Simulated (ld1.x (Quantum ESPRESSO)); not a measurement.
# Configuration tests for Cu (Z = 29) (TM)

- Element: Cu (Z = 29)
- Generator: ld1.x (Quantum ESPRESSO) 7.5
- Type: norm-conserving Troullier–Martins (Kleinman–Bylander form)
- Functional: LDA (PZ)
- Relativity: fully relativistic
- Frozen core: [Ne]
- Valence charge: 19
- Reference configuration: 3s2 3p6 3d9 4s0 4p0 (charge +2)
- Partial waves: 3p (bound): rc 1.15 bohr; 3d (bound): rc 1.40 bohr; 3s (bound): rc 0.85 bohr
- Local potential: the s channel
- Core correction: a·sin(br)/r model core, default radius (core density twice the valence density)

Open shells are filled in proportion to 2j + 1 (rel_dist='average').

Energies are relative to the spin-unpolarised reference configuration 3s2 3p6 3d9 4s0 4p0; without spin polarisation the order of configurations can differ from experiment. Not all tests gave a result: 1 of 7 tests not solved or not reliable.

```tsv
valence configuration	charge	ΔE all-electron (eV)	error AE − PS (meV)
3s2 3p6 3d10 4s1 4p0	0	-30.123	+116
3s2 3p6 3d8 4s0 4p0	+3	39.364	+17
3s2 3p5 3d10 4s1 4p0	+1	49.369	+171
3s2 3p6 3d7 4s0 4p0	+4	99.393	+167
3s1 3p6 3d10 4s1 4p0	+1	91.602	+126
```

Problem. What are ΔE and the potential's error for 3s2 3p6 3d10 4s0 4p0?

Solution. ΔE = -21.688 eV all-electron; the error (AE − PS) is -4.1 meV.

Levels in the configuration 3s2 3p6 3d10 4s1 4p0:

| level | all-electron (eV) | pseudo (eV) |
| --- | --- | --- |
| 3s j=1/2 | -114.121 | -114.014 |
| 3p j=1/2 | -73.759 | -73.651 |
| 3p j=3/2 | -71.164 | -71.058 |
| 3d j=3/2 | -5.489 | -5.410 |
| 3d j=5/2 | -5.218 | -5.140 |
| 4s j=1/2 | -4.865 | -4.949 |
